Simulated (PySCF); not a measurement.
SnCl₂, SMILES [Cl][Sn][Cl] (connectivity only; charge and spin as stated), neutral, multiplicity 1.

Coordinates come from a PBE-D3(BJ)/def2-TZVP optimisation. The isomer is the one that the SMILES or the coordinates give; other isomers of the formula were not compared. The def2 effective core potentials stand for the cores of Sn; spin–orbit coupling is left out.

Calculation: PBE-D3(BJ)/def2-TZVP (PySCF).

Frequencies are harmonic and unscaled.

### Question
Estimate the vibrational spectrum. (An estimate is asked for; the answer gives what the named calculation found.)

### Answer

```csv
mode,ν (cm⁻¹),IR (km/mol),moving atoms (share of kinetic energy)
1,112,2.3,"Cl 84 %, Sn 16 %"
2,326,86.0,"Cl 74 %, Sn 26 %"
3,341,39.3,"Cl 78 %, Sn 22 %"
```
